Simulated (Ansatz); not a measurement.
Calculated with Ansatz (gas phase, PBE0-D4/def2-TZVP geometries, no zero-point term in ΔE). CCSD(T)/CBS is the MP2 limit (def2-TZVPP, def2-QZVPP) plus CCSD(T) − MP2 in def2-TZVPP, frozen cores. This one scheme is used for every species, atoms too. Functionals use def2-TZVPP. Open shells (•) are unrestricted, without spin–orbit coupling. Spin–orbit coupling would lower the free atoms: a little for B, O; clearly for Ge. Bonds to Ge are less sure, by a few kJ/mol each and by 10 to 20 or more in all where they break to atoms, as the def2 sets lack core-valence functions. Scalar relativity is left out up to krypton. One conformer a species, not always the lowest.

`[NH2][GeH]1[BH][O]1` → B• + Ge• + 4 H• + N• + O•  (atomization)

```csv
level,ΔE (kcal/mol),difference from CCSD(T)/CBS
BLYP-D4,669.2,6.5
PBE0-D4,659.8,-2.9
ωB97X-V,664.4,1.7
ωB97M-V,663.2,0.5
PBE,677.9,15.2
r2SCAN,665.6,2.9
PBE0,657.0,-5.7
CCSD/def2-TZVPP,628.7,-34.0
MP2/def2-QZVPP,670.1,7.4
HF/CBS(def2),444.7,-218.0
CCSD(T)/CBS,662.7,0
```

Largest T1 diagnostic among the species: 0.016.

In def2-TZVPP, CCSD(T) changes the Hartree–Fock value by +199.6 kcal/mol (the triples alone add +14.4 kcal/mol) and MP2 by +215.0 kcal/mol; breaking electron pairs costs correlation energy, which Hartree–Fock lacks. From PBE to PBE0 (25 % exact exchange), in def2-TZVPP and without D4, ΔE moves by −20.9 kcal/mol: exact exchange takes away binding that semilocal exchange gives to molecules.

For atomizations the MP2-based limit and the directly extrapolated one differ by several kJ/mol either way, and by 10 to 25 for some Ge, Se and Sn compounds, so smaller differences from it don't rank the levels.
